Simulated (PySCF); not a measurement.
**NMR data sheet: C7H9OPS**

```
Formula                               : C7H9OPS
SMILES                                : C[C@@H]1C[P@@]1(=S)c1ccco1
InChI                                 : InChI=1S/C7H9OPS/c1-6-5-9(6,10)7-3-2-4-8-7/h2-4,6H,5H2,1H3/t6-,9+/m1/s1
Point group of the computed structure : C1
Carbon signals                        : 7
Proton signals                        : 7
```

Numbering as in the mapped SMILES `[CH3:1][C@@H:2]1[CH2:3][P@@:4]1(=[S:5])[c:6]1[cH:7][cH:8][cH:9][o:10]1` (H(Xn): hydrogen on atom n). Ha(C3) is cis to C1 on the ring; Hb(C3) is trans to C1 on the ring.

All values are calculated (PySCF): structure optimised with PBE0-D3(BJ)/def2-SVP, NMR shieldings at B3LYP/pcSseg-1/GIAO. No relativistic terms, in vacuum, single conformer, one averaged value for each set of equivalent atoms.

Chemical shifts δ = σref − σ; ¹H, ¹³C vs TMS; ³¹P vs H3PO4; H2O for ¹⁷O; CS2 for ³³S, all at this level.

| carbon | δC, type | δH (multiplicity) | HMBC from (2–3 bonds) | span of the C tensor (ppm) |
| --- | --- | --- | --- | --- |
| C1 | 14.4, CH3 | 1.40 (m) | Hb(C3), H(C2), Ha(C3) | 30 |
| C2 | 22.5, CH | 1.69 (m) | Hb(C3), H(C1), Ha(C3) | 56 |
| C3 | 23.1, CH2 | Hb(C3) 1.80 (m); Ha(C3) 0.89 (m) | H(C2), H(C1) | 49 |
| C6 | 151.4, C | – | H(C9), H(C7), H(C8), Hb(C3), H(C2), Ha(C3) | 124 |
| C7 | 132.9, CH | 7.42 (m) | H(C9), H(C8) | 214 |
| C8 | 118.4, CH | 6.51 (m) | H(C9), H(C7) | 178 |
| C9 | 152.1, CH | 7.42 (m) | H(C7), H(C8) | 150 |

Other nuclei:
```csv
atoms,nucleus,environment,δ (ppm),σ (ppm)
P4,³¹P,"phosphorus bonded to 3 C, S, in a 3-membered ring",-95.9,393.3
O10,¹⁷O,aromatic ring oxygen,303.6,30.4
S5,³³S,sulfur bonded to P,-402,887.4
```

1. δC 152.1: aromatic CH next to the ring oxygen.
2. δC 151.4: substituted aromatic carbon next to the ring oxygen.
3. δC 132.9, 118.4: aromatic CH.
4. δC 14.4: methyl carbon; aliphatic region, no heteroatom directly attached.
5. δH 7.42, 6.51: hydrogen on an aromatic CH; ring-current deshielding.

Splittings by ³¹P in the carbon and heteronuclear signals aren't shown, as no couplings were computed. Shifts are as computed. Against solution values, carbons near 30 ppm lie about +2 ppm off and those near 130 ppm about +6 ppm. Of 1313 compounds with measured shifts, 239 miss one by over three times the rms of a fit or turn the order of signals round; such compounds aren't used in these exercises. Unscaled 17O shifts of doubly bonded oxygen tend to come out too high, by tens of ppm or more. Experimental scales use liquid or dissolved standards, which lie at an offset from isolated H2O (liquid H2O: subtract about 36 ppm) and H3PO4. No couplings were computed; multiplicities are counted from neighbouring protons, with m where these are inequivalent, close in shift, in a saturated or five-membered ring or joined by F or P, and br s for small geminal =CH2 splittings.
